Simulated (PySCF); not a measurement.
Species: C9H9FSi.
Bonds: F1–C2, C2–C3, C3–C4 (aromatic), C4–C5 (aromatic), C5–C6 (aromatic), C6–C7 (aromatic), C7–C8 (aromatic), C8–C9, C9–C10 (double), C10–Si11, C3–C8 (aromatic), C7–Si11. Hydrogens: H12, H13 on C2; H14 on C4; H15 on C5; H16 on C6; H17 on C9; H18 on C10; H19, H20 on Si11.

Definitions: NICS(0) = −σiso at the ring centroid; NICS(1) = −σiso and NICS(1)zz = −σzz at ±1 Å along the ring normal z. Level: GIAO PBE0/pcSseg-1 (PySCF, non-relativistic, gas phase) on the GFN2-xTB geometry, one conformer.

Rings: 1. C3–C4–C5–C6–C7–C8; 2. C7–C8–C9–C10–Si11.

```csv
set,NICS(0),"NICS(1), two faces","NICS(1)zz, two faces"
P,2.9,-0.8 / -0.8,5.2 / 5.2
Q,-7.1,-10.4 / -10.4,-25.4 / -25.4
```

**Question.** Which set (ppm) belongs to which ring?

**Answer.** P = 2, Q = 1.
- 1 (6-membered carbocycle; formal bonds all aromatic): mean NICS(1)zz -25.4 ppm, shielded, aromatic by this magnetic criterion (flat ring, no four-coordinate atom), though in fused rings the probe also feels the neighbouring ring.
- 2 (5-membered ring with Si; formal bonds 1 aromatic, 1 double, 3 single): mean NICS(1)zz 5.2 ppm, deshielded. Si11 has four or more neighbours; no verdict on aromaticity is drawn.

**Question.** How do the rings differ in shape?

**Answer.** 
```json
{"ring": "1", "bond lengths (Å)": "1.390, 1.383, 1.388, 1.380, 1.406, 1.394", "rms pucker (Å)": "0.00", "HOMA": "0.98", "nearest outside atom to a NICS(1) probe (Å)": "hydrogen 2.66"}
{"ring": "2", "bond lengths (Å)": "1.406, 1.459, 1.338, 1.883, 1.889", "rms pucker (Å)": "0.00", "HOMA": "–", "nearest outside atom to a NICS(1) probe (Å)": "hydrogen 2.40"}
```

HOMA = 1 − mean of α(R − Ropt)² over the ring bonds, with Krygowski's 1993 parameters (CC: Ropt 1.388 Å, α 257.7 Å⁻²). A dash marks a ring with a four-coordinate atom, a triple bond, no multiple bond or a kind of bond without parameters.

The values belong to the conformer `[F:1][CH2:2][c:3]1[cH:4][cH:5][cH:6][c:7]2[c:8]1[CH:9]=[CH:10][SiH2:11]2`: F1–C2–C3–C4 0°.
